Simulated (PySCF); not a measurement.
**Two-dimensional NMR puzzle**

Compound of formula C9H9FN2. Correlations simulated from computed shifts and the bond graph:

HSQC (one-bond C–H):
| δH | δC |
| --- | --- |
| 5.29 | 99.5 |
| 4.58 | 63.8 |
| 2.33 | 45.0 |

HMBC (two and three bonds, from the bond graph):
| δH | δC |
| --- | --- |
| 5.29 | 178.7, 64.1, 63.8, 25.4 |
| 4.58 | 178.7, 118.3, 99.5, 64.1, 63.8, 25.4 |
| 2.33 | 64.1, 45.0 |

Carbons without hydrogens: δ 178.7, 118.3, 64.1, 25.4.

[PySCF: NMR shieldings at PBE0/pcSseg-1/GIAO; coordinates at the GFN2-xTB level; non-relativistic Hamiltonian; isolated molecule; fast rotation and ring inversion assumed for equivalent nuclei; one computed conformer]

Chemical shifts δ = σref − σ; ¹H (σ = 31.72 ppm) and ¹³C (σ = 186.93 ppm) against TMS, all at this level.

Exchangeable hydrogens are left out of these lists.

Assemble the structure.

## Answers

`CN(C)[C@]12C=C(F)[C@]3(C#N)[C@H]1[C@@H]32`.

Numbering as in the mapped SMILES `[CH3:1][N:2]([CH3:3])[C@:4]12[CH:5]=[C:6]([F:7])[C@:8]3([C:9]#[N:10])[C@H:11]1[C@H:12]23`. Hydrogens are named by the atom that carries them.

- δC 178.7 is C6, a fully substituted alkene carbon.
- δC 118.3 is C9, a nitrile carbon.
- δC 99.5 is C5, an alkene CH (δH 5.29).
- δC 64.1 is C4, a three-membered-ring carbon.
- δC 63.8 is C11/C12, a three-membered-ring carbon (δH 4.58).
- δC 45.0 is C1/C3, a methyl carbon bonded to N (δH 2.33).
- δC 25.4 is C8, a three-membered-ring carbon.
- HMBC from δH 5.29 reaches the proton-free carbons C6, C4, C8.
- HMBC from δH 4.58 reaches the proton-free carbons C6, C9, C4, C8.
- HMBC from δH 2.33 reaches the proton-free carbon C4.

This is the structure that produced the data.

Shifts are as computed. Against solution values, carbons near 30 ppm lie about +3 ppm off and those near 130 ppm about +5 ppm. Of 1211 compounds with measured shifts, 218 miss one by over three times the rms of a fit or turn the order of signals round; such compounds aren't used in these exercises.
